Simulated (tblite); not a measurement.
Species: C₅H₉NS₂Si.
Cartesian coordinates in Å at the GFN2-xTB level; atoms count from 1:
```xyz
18
C5H9NS2Si angstrom
C      3.0615    0.0719    0.1215
S      1.4106   -0.1285    0.8408
C      0.5186   -0.6726   -0.6550
S      0.3911    0.6495   -1.9061
C     -0.9494    1.5290   -1.0426
C     -2.0980    0.5647   -0.7679
Si    -1.3124   -1.1104   -0.2979
C     -1.5615   -1.4868    1.5114
N     -1.7540   -1.7317    2.6127
H      2.9895    0.7255   -0.7445
H      3.4566   -0.9005   -0.1611
H      3.6846    0.5240    0.8857
H      1.0920   -1.4769   -1.1092
H     -0.5249    1.9103   -0.1124
H     -1.2400    2.3648   -1.6765
H     -2.7474    0.9746    0.0058
H     -2.7006    0.4527   -1.6701
H     -1.7253   -2.2534   -1.1112
```

Computed with GFN2-xTB (tblite): harmonic, unscaled wavenumbers at the GFN2-xTB geometry, gas phase. The method is semi-empirical: single wavenumbers can be off by several per cent or more. Modes of hydrogen on silicon can be 10 to 20 % off. One conformer, not necessarily the lowest.

Harmonic wavenumbers (cm⁻¹): 36.0, 61.9, 66.8, 115.6, 139.8, 156.8, 177.6, 204.9, 270.0, 311.6, 327.7, 381.4, 424.7, 557.9, 590.0, 606.2, 664.9, 680.8, 689.6, 729.8, 735.1, 774.4, 803.5, 896.9, 946.7, 950.5, 1028.3, 1060.7, 1085.0, 1129.4, 1144.4, 1248.7, 1260.2, 1315.4, 1443.6, 1444.2, 1446.6, 1460.8, 2288.3, 2356.1, 2968.9, 2982.6, 2985.1, 2993.3, 3012.4, 3015.1, 3020.1, 3063.2.

A = 1238, B = 933.6, C = 614.7 MHz; mass 174.995 u (most abundant isotopes); point group C1, symmetry number 1.

**Question.** What is the zero-point energy?

**Answer.** ½Σν̃ = 28027 cm⁻¹ = 335.28 kJ/mol.

**Question.** Entropy at 273.15 K, 1 bar (ideal gas, RRHO, classical rotation)?

**Answer.** Translation 171.45, rotation 126.49, vibration 144.34: S = 442.3 J/(mol K).

**Question.** And Cp and H(273.15 K) − H(0)?

**Answer.** Cp = 171.84 J/(mol K), of which vibrations give 138.58 (their classical limit is 48 R = 399.1); H(273.15 K) − H(0) = 29.28 kJ/mol without the zero-point energy, 20.19 from vibrations.

**Question.** Which modes carry the vibrational entropy at 273.15 K?

**Answer.** 36.0 cm⁻¹: 22.15; 61.9 cm⁻¹: 17.67; 66.8 cm⁻¹: 17.04; 115.6 cm⁻¹: 12.57; 139.8 cm⁻¹: 11.04; 156.8 cm⁻¹: 10.14 J/(mol K); the other 42 give 53.73 together.

**Question.** Blend soft modes into free rotors: weight 1/[1 + (100 cm⁻¹/ν̃)⁴] for the oscillator and the rest for a rotor with moment μB/(μ + B), μ = h/(8π²ν), B = 10⁻⁴⁴ kg m². What vibrational entropy results?

**Answer.** 130.70 J/(mol K) in place of 144.34, which changes −T·S at 273.15 K by +3.72 kJ/mol.

Hindered rotation and anharmonicity are outside this model. Other conformers, if any are populated, would add a mixing term that is left out. The structure is chiral; the term R ln 2 for an equal mix with its mirror image is left out.
